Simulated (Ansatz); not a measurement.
Al$_{2}$Cl$_{2}$F$_{4}$ (`[F][Al-]1([F])[Cl+][Al-]([F])([F])[Cl+]1`) at its PBE0-D4/def2-TZVP geometry, where that method's forces vanish. The species carries charge 0 and has multiplicity 1.

| atom | x (Å) | y (Å) | z (Å) |
| --- | --- | --- | --- |
| F1 | -2.008 | -1.869 | -0.134 |
| Al2 | -0.516 | -1.358 | -0.558 |
| F3 | 0.454 | -2.222 | -1.548 |
| Cl4 | 0.629 | -0.769 | 1.289 |
| Al5 | 0.516 | 1.358 | 0.558 |
| F6 | -0.452 | 2.224 | 1.548 |
| F7 | 2.008 | 1.868 | 0.132 |
| Cl8 | -0.631 | 0.769 | -1.288 |

Task: For each bond, give half the difference of the two atoms' forces along it (eV/Å; positive pushes the atoms apart) under PBE-D4, r2SCAN-D4, B3LYP-D4, ωB97M-V in def2-TZVPP. (Estimate.)

Result: Computed: 
```csv
bond,length (Å),PBE-D4,r2SCAN-D4,B3LYP-D4,ωB97M-V
F1–Al2,1.633,0.35,0.04,0.06,0.07
Al2–F3,1.633,0.35,0.04,0.06,0.07
Al2–Cl4,2.252,0.00,0.01,0.07,0.02
Al2–Cl8,2.252,0.00,0.01,0.07,0.02
Cl4–Al5,2.252,0.00,0.01,0.07,0.02
Al5–F6,1.633,0.35,0.04,0.06,0.07
Al5–F7,1.633,0.35,0.04,0.06,0.07
Al5–Cl8,2.252,0.00,0.01,0.07,0.02
```

B3LYP here is the variant with VWN-RPA as its local correlation; programs differ in this.
